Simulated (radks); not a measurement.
The numbers below are computed, except where a source is named.
Sb2+, 49 electrons, occupied as [Kr] 4d10 5s2 5p1. Code: a radial shooting solver on a logarithmic mesh with Libxc functionals. Model: scalar-relativistic Kohn-Sham, BLYP, spin-polarised, spherical densities, point nucleus; open shells are filled with parallel spins first (spin-orbit coupling, left out, can overturn this in heavy ions).

Unscreened Slater integrals over Kohn-Sham orbitals (cm^-1). They are taken over the spin-up orbitals.

| integral | value |
|---|---|
| F0(5p,5p) | 79272 |
| F2(5p,5p) | 42954 |
| F0(5p,5s) | 85656 |
| G1(5p,5s) | 56587 |
| F0(5p,4d) | 99001 |
| F2(5p,4d) | 27355 |
| G1(5p,4d) | 9315.1 |
| G3(5p,4d) | 8344.3 |
| F0(5p,4p) | 100850 |
| F2(5p,4p) | 22491 |
| G0(5p,4p) | 4348.6 |
| G2(5p,4p) | 5545.4 |
| F0(5s,5s) | 94489 |
| F0(5s,4d) | 115250 |
| G2(5s,4d) | 15563 |
| F0(5s,4p) | 118060 |
| G1(5s,4p) | 8006.6 |
| F0(4d,4d) | 193310 |
| F2(4d,4d) | 97155 |
| F4(4d,4d) | 64077 |
| F0(4d,4p) | 209990 |
| F2(4d,4p) | 105680 |
| G1(4d,4p) | 134230 |
| G3(4d,4p) | 82724 |
| F0(4p,4p) | 231650 |
| F2(4p,4p) | 121470 |

Derived for the open shells (J is the average intra-shell exchange parameter used in DFT+U). 5p: J = F2/5 = 8591 cm^-1.
